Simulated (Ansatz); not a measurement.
Several settings on one geometry of the cluster CoS2⁻ (the lowest singlet isomer of a short search) (that of the charge -1 singlet, PBE0-D4/def2-TZVPD). Ansatz on 4 threads of Arm Neoverse V2 on a shared host; times are rough.

```xyz
3

Co   -0.674   -0.410    0.975
S     0.601    1.060    0.055
S     0.073   -0.650   -1.030
```

Totals from different functionals, basis sets or treatments of relativity can't be compared as stabilities.

DK, ANO-RCC and x2c sets are all-electron and run with scalar relativity unless a key says otherwise. B3LYP takes the VWN-RPA correlation.

At PBE0-D4/def2-TZVPD a quintet lies 1.90 eV below the restricted singlet of charge -1, at its own geometry.

The spins typed aren't always the lowest for that charge.

Give the basis size and estimate the energy, ⟨S²⟩ and time of these runs.

```tsv
run	method	charge	state	further keys
1	ROKS r2SCANh/cc-pVDZ	-1	triplet	scf: {omitted_lower_state_checks: [starts]}
2	RKS B3LYP-D3(BJ)/ANO-RCC-VTZP	-1	singlet	scf: {omitted_lower_state_checks: [starts]}; forces asked
3	RKS BHLYP-D3(BJ)/def2-TZVPP	-1	singlet	scf: {lower_state_search: off}; forces asked
```


| run | functions | energy (Eh) | ⟨S²⟩ | wall time |
| --- | --- | --- | --- | --- |
| 1 | 79 | -2179.1480 | – | 16 s |
| 2 | 127 | -2191.9998 | – | 8 s |
| 3 | 148 | -2179.1040 | – | 2.2 s |

The highest occupied level of an anion often lies above zero with these methods, and sets without diffuse functions describe the outer electron poorly. The restricted singlet is unstable towards broken spin symmetry at other levels; at RKS B3LYP-D3(BJ)/ANO-RCC-VTZP, RKS BHLYP-D3(BJ)/def2-TZVPP this wasn't settled.
